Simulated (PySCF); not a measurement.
**Radial density of Sc⁺ (scandium, charge +1)**

UHF, [Ar] 3d1 4p1, one real determinant (an excited configuration). Computed with PySCF 2.14 in ANO-RCC-VTZP, with scalar relativity by spin-free X2C-1e.

| r (bohr) | 4πr²ρ (e/bohr) | 4πr²(ρα − ρβ) |
| --- | --- | --- |
| 0.00131 | 0.1678 | 0.0000 |
| 0.00220 | 0.4303 | 0.0000 |
| 0.00370 | 1.081 | 0.0000 |
| 0.00622 | 2.617 | -0.0001 |
| 0.0105 | 5.951 | -0.0001 |
| 0.0176 | 12.10 | -0.0003 |
| 0.0296 | 20.29 | -0.0003 |
| 0.0498 | 24.87 | 0.0006 |
| 0.0838 | 20.57 | 0.0041 |
| 0.141 | 19.42 | 0.0116 |
| 0.237 | 26.40 | 0.0290 |
| 0.399 | 14.84 | 0.1230 |
| 0.671 | 7.089 | 0.4180 |
| 1.13 | 8.118 | 0.6173 |
| 1.90 | 1.904 | 0.4022 |
| 3.19 | 0.3830 | 0.3525 |
| 5.37 | 0.1576 | 0.1576 |
| 9.03 | 0.008803 | 0.0088 |
| 15.2 | 3.827e-05 | 0.0000 |

Densities and radii are taken from the X2C orbitals without a picture-change correction, which distorts them close to the nucleus.

⟨L²⟩ = 8.02 against 12 for a pure F term, so this real determinant mixes terms.
